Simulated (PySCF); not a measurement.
SMILES CB(C)S[Si](C)(C)O at its GFN2-xTB optimised geometry (Å):

```
21

Si     0.1948     1.4665     0.0084
C      0.8924     1.7196    -1.7457
C     -0.8780     2.9057     0.5985
O      1.3652     1.3184     1.1320
S     -1.1147    -0.2941     0.0000
B     -0.1190    -1.7657     0.0000
C      1.4709    -1.7657     0.0000
C     -0.8739    -3.1570     0.0231
H      0.1021     1.9726    -2.4451
H      1.6139     2.5312    -1.7551
H      1.3878     0.8317    -2.1299
H     -1.7438     3.0350    -0.0418
H     -1.2346     2.7378     1.6095
H     -0.3119     3.8307     0.5931
H      1.9403     0.5569     1.1737
H      1.8679    -2.6938    -0.4073
H      1.8390    -1.7040     1.0260
H      1.9209    -0.9469    -0.5586
H     -1.9403    -3.0656     0.2141
H     -0.4544    -3.8307     0.7693
H     -0.7612    -3.6624    -0.9366
```

Method: PBE0/def2-SVP (PySCF). Cells within 0.4 Å of a nucleus heavier than hydrogen are left out (blank, or x).

Map of the electrostatic potential (hartree/e), clipped to [-0.08, 0.12] on the plane z = 1.2 Å:

```
|333333333333333333333333333|
|223333322333333333333333333|
|222222222233333333222333333|
|222222222223443332222223333|
|222222222234874322222223333|
|222222222369984322222223333|
|222222223699973221122223333|
|222222223899984210012223333|
|222222223599987520012233333|
|222222222356999999112333333|
|2222222222369999x9733333333|
|222222211235899999974433333|
|222222111245565899995443333|
|222221111267544599985443333|
|222221111267533468865443333|
|222221111245444468754433333|
|222222111124676599954333333|
|222222222224897699954333333|
|222222222234675579743333333|
|222222233334444444433333333|
|222222233346753333333333333|
|222222223339994333333333333|
|222222222238994333333333333|
|222222222234553333333333333|
|222222222223333333333333333|
|222222222223333333333333333|
|222222222233333333333333333|
```
Scale: ten equal steps from -0.053 (start of '0') to 0.120 (end of '9'), in the order '0123456789'; x runs from -6.00 to 6.00, y from -6.00 (bottom) to 6.00 (top).
